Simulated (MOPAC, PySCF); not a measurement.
BBr₃, SMILES `B(Br)(Br)Br`, neutral singlet in the gas phase. 

Cartesian coordinates (Å):
```xyz
4

Br     1.7691    -0.7123    -0.0863
B      0.0000     0.0000     0.0007
Br    -1.5007    -1.1778     0.0730
Br    -0.2684     1.8900     0.0126
```
Charge 0, spin multiplicity 1.

All levels are single points at this geometry (PBE-D3(BJ)/def2-TZVP); Pople sets use spherical d functions. Orbital energies aren't observables, and empty levels follow the basis.

M06-2X/6-31G* in PySCF gives HOMO (eV) = -9.58.

**Question.** Estimate the HOMO (eV) from each of these levels: PBE-D3(BJ)/def2-TZVP in PySCF; B3LYP/3-21G in PySCF; B3LYP/6-311+G** (LANL2DZ on Br) in PySCF; B3LYP/LANL2DZ in PySCF; BP86/6-31G* in PySCF; PBE/6-31G* in PySCF; SVWN5/6-31G* in PySCF; HF/3-21G in PySCF; HF/6-31G* in PySCF; AM1 in MOPAC; PM3 in MOPAC; PM7 in MOPAC.

**Answer.** 
```tsv
level	HOMO (eV)
PBE-D3(BJ)/def2-TZVP in PySCF	-7.03
B3LYP/3-21G in PySCF	-7.68
B3LYP/6-311+G** (LANL2DZ on Br) in PySCF	-8.04
B3LYP/LANL2DZ in PySCF	-8.11
BP86/6-31G* in PySCF	-7.09
PBE/6-31G* in PySCF	-6.98
SVWN5/6-31G* in PySCF	-7.12
HF/3-21G in PySCF	-11.11
HF/6-31G* in PySCF	-11.29
AM1 in MOPAC	-11.33
PM3 in MOPAC	-11.98
PM7 in MOPAC	-10.62
```
